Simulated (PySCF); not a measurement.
Species: 2-ethoxyacetamide, C4H9NO2.
SMILES: `C(C(=O)N)OCC`

Torsions of this conformer, `[CH3:1][CH2:2][O:3][CH2:4][C:5]([NH2:6])=[O:7]`: C1–C2–O3–C4 180°, C2–O3–C4–C5 180°, O3–C4–C5–N6 0°, H–N6–C5–C4 0°, H–N6–C5–C4 180°.

The closed-shell ground state was solved at several levels (PySCF, density fitting, gas phase, non-relativistic). The structure is a single GFN2-xTB conformer in the gas phase; no vibrational or solvent corrections.

```json
{"level": "B3LYP/def2-SVPD", "basis functions": "218", "total energy (Eh)": "-362.8180", "HOMO (eV)": "-7.16", "LUMO (eV)": "0.23", "gap (eV)": "7.39", "dipole (D)": "4.04"}
{"level": "PBE0/pcSseg-1", "basis functions": "164", "total energy (Eh)": "-362.6040", "HOMO (eV)": "-7.27", "LUMO (eV)": "1.02", "gap (eV)": "8.29", "dipole (D)": "3.90"}
{"level": "PBE0/def2-SVPD", "basis functions": "218", "total energy (Eh)": "-362.4045", "HOMO (eV)": "-7.41", "LUMO (eV)": "0.53", "gap (eV)": "7.94", "dipole (D)": "4.04"}
```

(1) Estimate the row for B3LYP/pcJ-1, a basis of 279 functions; the other rows only guide the guess.

(2) Over all these levels, which gives the widest orbital gap and which the narrowest?

(3) How far do the dipole and the HOMO energy spread over the levels?

Answers

(1) Total energy -363.0749 Eh, HOMO -6.98 eV, LUMO 0.76 eV, gap 7.74 eV, dipole 3.89 D.

(2) PBE0/pcSseg-1 (global hybrid, 25 % exact exchange) has the widest, 8.29 eV, and B3LYP/def2-SVPD (global hybrid, 20 % exact exchange) the narrowest, 7.39 eV. Functional and basis both differ between the two, so the spread mixes both effects.

(3) The dipole runs from 3.89 to 4.04 D (mean 3.97 D) and the HOMO from -7.41 to -6.98 eV.
